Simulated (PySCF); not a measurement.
Computed IR spectrum (relative IR intensity) of a molecule C3H6OSi. Coordinates come from a PBE-D3(BJ)/def2-SVP optimisation. One conformer was computed; it need not be the lowest. Calculation: PBE-D3(BJ)/def2-SVP (PySCF). Frequencies are harmonic and unscaled.

Lines under 2 % of the strongest are left out, and lines within 2 cm⁻¹ are merged.

```json
[
 {"ν (cm⁻¹)": "471", "relative intensity": "22"},
 {"ν (cm⁻¹)": "536", "relative intensity": "15"},
 {"ν (cm⁻¹)": "607", "relative intensity": "25"},
 {"ν (cm⁻¹)": "662", "relative intensity": "26"},
 {"ν (cm⁻¹)": "777", "relative intensity": "12"},
 {"ν (cm⁻¹)": "831", "relative intensity": "14"},
 {"ν (cm⁻¹)": "850", "relative intensity": "20"},
 {"ν (cm⁻¹)": "877", "relative intensity": "100"},
 {"ν (cm⁻¹)": "901", "relative intensity": "20"},
 {"ν (cm⁻¹)": "911", "relative intensity": "30"},
 {"ν (cm⁻¹)": "923", "relative intensity": "9.5"},
 {"ν (cm⁻¹)": "941", "relative intensity": "11"},
 {"ν (cm⁻¹)": "1025", "relative intensity": "33"},
 {"ν (cm⁻¹)": "1096", "relative intensity": "3.5"},
 {"ν (cm⁻¹)": "1134", "relative intensity": "5.1"},
 {"ν (cm⁻¹)": "1185", "relative intensity": "8.0"},
 {"ν (cm⁻¹)": "1258", "relative intensity": "7.1"},
 {"ν (cm⁻¹)": "1571", "relative intensity": "6.2"},
 {"ν (cm⁻¹)": "2161", "relative intensity": "53"},
 {"ν (cm⁻¹)": "2172", "relative intensity": "63"},
 {"ν (cm⁻¹)": "2194", "relative intensity": "49"},
 {"ν (cm⁻¹)": "3005", "relative intensity": "5.4"},
 {"ν (cm⁻¹)": "3150", "relative intensity": "3.3"}
]
```

Q: Which molecule gave these data?
(A) [SiH3][C@@H]1C=CO1
(B) C=C1C[SiH2]O1
(C) C#C[Si@@H](C)O
(D) CC1=CO[SiH2]1

A: A, [SiH3][C@@H]1C=CO1
